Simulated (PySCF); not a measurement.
## How methods differ on the excitation energy of Cu

Cu [Ar] 3d10 4s1 (2S) → Cu [Ar] 3d9 4s1 4p1 (high-spin determinant), as a difference of total energies. All numbers are calculated (PySCF 2.14, a scalar-relativistic core potential, in aug-cc-pwCVDZ-PP with ECP10MDF (6s6p5d3f, 70 functions)). Correlated levels: valence and next inner shell: nothing frozen outside the core potential. The calculations carry no spin-orbit coupling.

| method | excitation energy (cm⁻¹) |
| --- | --- |
| UHF | 16315 |
| MP2 (valence and next inner shell) | 48676 |
| SCS-MP2 (valence and next inner shell) | 45023 |
| CCSD (valence and next inner shell) | 36204 |
| CCSD(T) (valence and next inner shell) | 38314 |

The determinant of the upper state mixes LS terms, which raises its energy above the lowest term, most at the Hartree-Fock and MP2 levels.
